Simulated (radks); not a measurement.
Results of a calculation; reference values are marked as such.
The thulium ion Tm44+, 25 electrons, occupied as [Ar] 3d7 (the NIST ground configuration). Level of theory: scalar-relativistic Kohn-Sham, PBE, spin-polarised, spherical densities, point nucleus; open shells are filled with parallel spins first (spin-orbit coupling, left out, can overturn this in heavy ions) (a radial shooting solver on a logarithmic mesh with Libxc functionals).

Normalised radial functions P(r) = r R(r), r in bohr:

| r | 3d down | 4s down |
|---|---|---|
| 0.0008225 | 0.0000 | 0.1373 |
| 0.0009274 | 0.0000 | 0.1510 |
| 0.001046 | 0.0000 | 0.1660 |
| 0.00117 | 0.0000 | 0.1811 |
| 0.001319 | 0.0001 | 0.1985 |
| 0.001487 | 0.0001 | 0.2173 |
| 0.001676 | 0.0001 | 0.2374 |
| 0.00189 | 0.0002 | 0.2588 |
| 0.002131 | 0.0002 | 0.2816 |
| 0.002384 | 0.0003 | 0.3039 |
| 0.002688 | 0.0004 | 0.3289 |
| 0.00303 | 0.0006 | 0.3547 |
| 0.003417 | 0.0008 | 0.3810 |
| 0.003852 | 0.0011 | 0.4074 |
| 0.004343 | 0.0016 | 0.4334 |
| 0.004858 | 0.0021 | 0.4566 |
| 0.005477 | 0.0029 | 0.4795 |
| 0.006176 | 0.0040 | 0.4995 |
| 0.006963 | 0.0056 | 0.5151 |
| 0.007851 | 0.0077 | 0.5249 |
| 0.008852 | 0.0106 | 0.5272 |
| 0.009981 | 0.0146 | 0.5201 |
| 0.01116 | 0.0197 | 0.5030 |
| 0.01259 | 0.0270 | 0.4717 |
| 0.01419 | 0.0368 | 0.4247 |
| 0.016 | 0.0501 | 0.3601 |
| 0.01804 | 0.0679 | 0.2767 |
| 0.02034 | 0.0915 | 0.1739 |
| 0.02275 | 0.1203 | 0.0609 |
| 0.02565 | 0.1603 | -0.0763 |
| 0.02892 | 0.2120 | -0.2260 |
| 0.03261 | 0.2782 | -0.3813 |
| 0.03677 | 0.3618 | -0.5325 |
| 0.04146 | 0.4656 | -0.6672 |
| 0.04637 | 0.5832 | -0.7647 |
| 0.05228 | 0.7331 | -0.8233 |
| 0.05895 | 0.9085 | -0.8183 |
| 0.06646 | 1.1081 | -0.7361 |
| 0.07494 | 1.3276 | -0.5686 |
| 0.08449 | 1.5596 | -0.3174 |
| 0.0945 | 1.7772 | -0.0201 |
| 0.1066 | 1.9966 | 0.3379 |
| 0.1201 | 2.1840 | 0.6935 |
| 0.1355 | 2.3191 | 0.9905 |
| 0.1527 | 2.3827 | 1.1683 |
| 0.1722 | 2.3597 | 1.1730 |
| 0.1942 | 2.2429 | 0.9723 |
| 0.2172 | 2.0528 | 0.6011 |
| 0.2448 | 1.7774 | 0.0473 |
| 0.2761 | 1.4540 | -0.5856 |
| 0.3113 | 1.1159 | -1.1866 |
| 0.3509 | 0.7973 | -1.6434 |
| 0.3957 | 0.5256 | -1.8728 |
| 0.4426 | 0.3282 | -1.8558 |
| 0.499 | 0.1793 | -1.6227 |
| 0.5626 | 0.0872 | -1.2524 |
| 0.6344 | 0.0372 | -0.8509 |
| 0.7153 | 0.0137 | -0.5054 |
| 0.8064 | 0.0043 | -0.2597 |
| 0.902 | 0.0012 | -0.1210 |
| 1.017 | 0.0003 | -0.0451 |
| 1.147 | 0.0000 | -0.0138 |
| 1.293 | 0.0000 | -0.0034 |

3d down: eigenvalue -3607.9 eV, 0 radial nodes, <r> = 0.189 bohr, 90 % of the charge inside 0.290 bohr. 4s down (empty): eigenvalue -2186.8 eV, 3 radial nodes at r = 0.0240, 0.0952, 0.247 bohr, <r> = 0.416 bohr, 90 % of the charge inside 0.587 bohr.
